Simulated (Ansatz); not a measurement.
`C#CC(=C)[SiH3]` → `C=C1C=C[SiH2]1`  (isomerisation)

Gas-phase electronic energies from Ansatz, PBE0-D4/def2-TZVP geometries. CCSD(T)/CBS is the MP2 limit (def2-TZVPP, def2-QZVPP) plus CCSD(T) − MP2 in def2-TZVPP, frozen cores. Functionals use def2-TZVPP.

(1) Is it downhill or uphill in electronic energy at CCSD(T)/CBS, and by how much? (Estimate.)

(2) What do these levels give: ωB97X-V, B2PLYP, PBE, CCSD(T)/def2-TZVPP, MP2/def2-QZVPP, CCSD/CBS(def2)? (Estimate.)

Largest T1 diagnostic among the species: 0.013.

Results:

(1) Ansatz gave: Downhill: ΔE = -73.1 kJ/mol.

(2) Computed: ωB97X-V -83.0, B2PLYP -65.1, PBE -85.9, CCSD(T)/def2-TZVPP -71.1, MP2/def2-QZVPP -69.9, CCSD/CBS(def2) -71.7 kJ/mol.

From PBE to PBE0 (25 % exact exchange), in def2-TZVPP and without D4, ΔE moves by −6.9 kJ/mol. In def2-TZVPP, CCSD(T) changes the Hartree–Fock value by −13.3 kJ/mol (the triples alone add −1.4 kJ/mol) and MP2 by −10.8 kJ/mol.
